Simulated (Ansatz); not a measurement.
Computed with PBE0-D3(BJ)/def2-TZVP (Ansatz, a first-principles code). No frequencies were computed at this level.

Ansatz 0.2 input:
```yaml
crystal:
  periodic: [false, false, false]
  atoms:
    - { symbol: Si, position_ang: [-2.996408, -0.431701, 0.442541] }
    - { symbol: Si, position_ang: [-0.849805, -0.487102, -0.422617] }
    - { symbol: Si, position_ang: [0.851033, 0.487668, 0.824684] }
    - { symbol: Si, position_ang: [2.996274, 0.431462, -0.041558] }
    - { symbol: H, position_ang: [-4.013704, -1.066006, -0.400838] }
    - { symbol: H, position_ang: [-3.06427, -1.104855, 1.742632] }
    - { symbol: H, position_ang: [-3.446904, 0.945554, 0.662089] }
    - { symbol: H, position_ang: [-0.849577, 0.125344, -1.763543] }
    - { symbol: H, position_ang: [-0.474507, -1.884587, -0.704347] }
    - { symbol: H, position_ang: [0.848957, -0.125602, 2.165135] }
    - { symbol: H, position_ang: [0.47381, 1.884666, 1.105777] }
    - { symbol: H, position_ang: [3.447307, -0.945694, -0.260806] }
    - { symbol: H, position_ang: [3.064602, 1.104946, -1.341484] }
    - { symbol: H, position_ang: [4.013203, 1.065904, 0.802174] }
basis:
  gaussian: { orbitals: def2-tzvp }
hamiltonian:
  xc: pbe0
  dispersion: d3bj
relax:
  max_steps: 150
```

Output:

```
Functional definition: PBE0
1512 factors; their error is unknown
mean field evaluation 1: about -31659.5389 eV, gradient 1.5e1 eV
mean field evaluation 2: about -31660.2484 eV, gradient 6.1e0 eV
mean field evaluation 4: about -31660.3509 eV, gradient 2.4e-1 eV
mean field evaluation 8: about -31660.4837 eV, gradient 1.6e-1 eV
mean field -31660.48375881 eV, -1163.5013178897 hartree, gradient 3.5e-5 eV, S^2 0.000000; 0 other end points of the search recorded, 0 dependent functions left out
reference -31660.48380382 eV, -1163.5013195438 hartree; 33, 33 occupied and 175, 175 virtual orbitals, 1512 factors
relax step   1: F+E_penalty+E_count = -31660.80891164 eV  Δ(F+E_penalty+E_count) = +0.000e0 eV  max|allowed force component| = 4.583e-1 eV/Å  Δτ_max = 0.0000 Å  (24 SCF iters, accepted)
these checks for a lower state are left out or cut short: starts, cluster_reference, orbital_swaps, neighbouring_geometries, increment
1512 factors; their error is unknown
mean field evaluation 16: about -31660.3745 eV, gradient 6.7e0 eV
mean field -31660.57789529 eV, -1163.5047773413 hartree, gradient 1.9e-5 eV, S^2 0.000000; 0 other end points of the search recorded, 0 dependent functions left out
reference -31660.57794011 eV, -1163.5047789886 hartree; 33, 33 occupied and 175, 175 virtual orbitals, 1512 factors
relax step   2: F+E_penalty+E_count = -31660.91071053 eV  Δ(F+E_penalty+E_count) = -1.018e-1 eV  max|allowed force component| = 3.246e-1 eV/Å  Δτ_max = 0.1931 Å  (25 SCF iters, accepted)
these checks for a lower state are left out or cut short: starts, cluster_reference, orbital_swaps, neighbouring_geometries, increment
1512 factors; their error is unknown
mean field -31660.61822437 eV, -1163.5062594077 hartree, gradient 9.5e-6 eV, S^2 0.000000; 0 other end points of the search recorded, 0 dependent functions left out
reference -31660.61826940 eV, -1163.5062610626 hartree; 33, 33 occupied and 175, 175 virtual orbitals, 1512 factors
relax step   3: F+E_penalty+E_count = -31660.94846025 eV  Δ(F+E_penalty+E_count) = -3.775e-2 eV  max|allowed force component| = 5.370e-2 eV/Å  Δτ_max = 0.0938 Å  (26 SCF iters, accepted)
these checks for a lower state are left out or cut short: starts, cluster_reference, orbital_swaps, neighbouring_geometries, increment
1512 factors; their error is unknown
mean field evaluation 32: about -31660.6199 eV, gradient 1.4e-1 eV
mean field -31660.61989219 eV, -1163.5063206992 hartree, gradient 8.5e-5 eV, S^2 0.000000; 0 other end points of the search recorded, 0 dependent functions left out
reference -31660.61993725 eV, -1163.5063223549 hartree; 33, 33 occupied and 175, 175 virtual orbitals, 1512 factors
relax step   4: F+E_penalty+E_count = -31660.95027357 eV  Δ(F+E_penalty+E_count) = -1.813e-3 eV  max|allowed force component| = 1.651e-2 eV/Å  Δτ_max = 0.0171 Å  (25 SCF iters, accepted)
these checks for a lower state are left out or cut short: starts, cluster_reference, orbital_swaps, neighbouring_geometries, increment
1512 factors; their error is unknown
mean field -31660.61950353 eV, -1163.5063064160 hartree, gradient 8.5e-5 eV, S^2 0.000000; 0 other end points of the search recorded, 0 dependent functions left out
reference -31660.61954853 eV, -1163.5063080696 hartree; 33, 33 occupied and 175, 175 virtual orbitals, 1512 factors
relax step   5: F+E_penalty+E_count = -31660.95083752 eV  Δ(F+E_penalty+E_count) = -5.639e-4 eV  max|allowed force component| = 1.882e-2 eV/Å  Δτ_max = 0.0202 Å  (24 SCF iters, accepted)
these checks for a lower state are left out or cut short: starts, cluster_reference, orbital_swaps, neighbouring_geometries, increment
1512 factors; their error is unknown
mean field -31660.61944814 eV, -1163.5063043805 hartree, gradient 2.6e-5 eV, S^2 0.000000; 0 other end points of the search recorded, 0 dependent functions left out
reference -31660.61949312 eV, -1163.5063060335 hartree; 33, 33 occupied and 175, 175 virtual orbitals, 1512 factors
relax step   6: F+E_penalty+E_count = -31660.95091218 eV  Δ(F+E_penalty+E_count) = -7.467e-5 eV  max|allowed force component| = 3.843e-3 eV/Å  Δτ_max = 0.0034 Å  (21 SCF iters, accepted)
1512 factors; their error is unknown
mean field -31660.61944814 eV, -1163.5063043805 hartree, gradient 2.6e-5 eV, S^2 0.000000; 1 other end points of the search recorded, 0 dependent functions left out
reference -31660.61949312 eV, -1163.5063060335 hartree; 33, 33 occupied and 175, 175 virtual orbitals, 1512 factors
Total energy: -31660.95095716 eV, -1163.5184871125 hartree
Atom 0 at    -2.923221    -0.411573     0.454844 Å, force     0.003209    -0.000587    -0.002249 eV/Å
Atom 1 at    -0.788898    -0.512973    -0.493323 Å, force     0.003843     0.000859     0.000268 eV/Å
Atom 2 at     0.788891     0.512953     0.894713 Å, force    -0.003823    -0.000854    -0.000268 eV/Å
Atom 3 at     2.923224     0.411581    -0.053436 Å, force    -0.003225     0.000590     0.002262 eV/Å
Atom 4 at    -3.938011    -1.060932    -0.418007 Å, force    -0.001377    -0.000613    -0.000676 eV/Å
Atom 5 at    -2.916153    -1.099137     1.773787 Å, force    -0.000313    -0.001365     0.002682 eV/Å
Atom 6 at    -3.309675     1.009679     0.662446 Å, force    -0.001087     0.002779     0.000498 eV/Å
Atom 7 at    -0.790750     0.169595    -1.818233 Å, force    -0.000208    -0.000548     0.000839 eV/Å
Atom 8 at    -0.398028    -1.934917    -0.709156 Å, force    -0.000478     0.000901     0.000074 eV/Å
Atom 9 at     0.790751    -0.169617     2.219621 Å, force     0.000199     0.000548    -0.000842 eV/Å
Atom 10 at     0.398019     1.934895     1.110552 Å, force     0.000470    -0.000906    -0.000076 eV/Å
Atom 11 at     3.309710    -1.009663    -0.261032 Å, force     0.001084    -0.002784    -0.000502 eV/Å
Atom 12 at     2.916170     1.099149    -1.372376 Å, force     0.000310     0.001364    -0.002687 eV/Å
Atom 13 at     3.937983     1.060957     0.819438 Å, force     0.001396     0.000616     0.000675 eV/Å
Dipole moment:    -0.000003    -0.000003    -0.000004 e Å
```

Cost: roughly 70 core-seconds.
